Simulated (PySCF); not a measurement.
# Spectroscopy problems

- PBE0/pcSseg-1 with gauge-including orbitals
- PBE0-D3(BJ)/def2-SVP geometry
- J: B3LYP/pcJ-1 (spin–dipole term left out of most H,H and C,H couplings)
- run in PySCF 2.14
- gas phase, averaged over atoms made equivalent by symmetry, fast rotation or ring inversion, no relativistic terms, one conformer

Shifts are taken against calculated references (same method and geometry level): ¹H and ¹³C vs TMS. Multiplet labels drop J under 1 Hz and among equivalent protons, and merge close values. Unscaled 3J(H,H) run several per cent high. Where no couplings were computed, multiplicities follow the n + 1 count of equivalent neighbours, and m marks all less simple cases (inequivalent or close neighbours, rings, F or P nearby). One-bond C–F couplings are unscaled and too large by tens of Hz. Shifts are as computed. Against solution values, carbons near 30 ppm lie about +2 ppm off and those near 130 ppm about +5 ppm. Of 1211 compounds with measured shifts, 218 miss one by over three times the rms of a fit or turn the order of signals round; such compounds aren't used in these exercises. OH and NH positions are gas-phase values without hydrogen bonding to other molecules.

**Question.** C7H4F2. ¹H NMR (500 MHz, computed): δ 6.93 (t, J = 3.9 Hz, 1H), 6.57 (dd, J = 11.2, 4.5 Hz, 1H), 3.47 (d, J = 4.4 Hz, 2H). ¹³C{¹H} NMR (computed): δ 173.1 (d, J = 322.0 Hz), 159.0 (dd, J = 341.3, 6.1 Hz), 138.9 (t, J = 8.4 Hz), 109.4 (dd, J = 25.5, 24.2 Hz), 104.6 (d, J = 27.3 Hz), 104.0 (d, J = 25.1 Hz), 25.1. Identify the compound.

**Answer.** `C1C2=C(F)C=C(F)C=C21`. The formula gives 5 degrees of unsaturation (2 rings in the answer). 7 carbon signals for 7 carbons: no two carbons are equivalent. Carbon types of the structure: 4 × C, 2 × CH, 1 × CH2, which accounts for all hydrogens. δC 173.1, 159.0: aromatic carbon bearing fluorine; σ withdrawal by the attached heteroatom moves it downfield of the ring CH carbons. δC 138.9, 104.6: substituted aromatic carbon. δC 109.4, 104.0: aromatic CH. δH 6.93, 6.57: hydrogen on an aromatic CH; it sits in the deshielding region of the aromatic ring current.

The data come from this structure; uniqueness wasn't tested.

**Question.** C6H19NSi2. ¹H NMR (600 MHz, computed): δ 0.07 (s, 18H), -0.30 (br s, 1H). ¹³C{¹H} NMR (computed): δ 2.6. Identify the compound.

**Answer.** SMILES C[Si](C)(C)N[Si](C)(C)C. The formula gives 0 degrees of unsaturation. 1 carbon signal for 6 carbons: some carbons are equivalent by symmetry or fast rotation. Carbon types of the structure: 6 × CH3, leaving 1 H on heteroatoms. δC 2.6: methyl carbon bonded to Si; an electropositive neighbour leaves it electron-rich and shielded. δH 0.07: hydrogen on a methyl carbon bonded to Si; an electropositive neighbour shields it, as in TMS itself. δH -0.30: hydrogen on a nitrogen bonded to 2 Si; exchangeable, gas-phase position.

The data come from this structure; uniqueness wasn't tested.
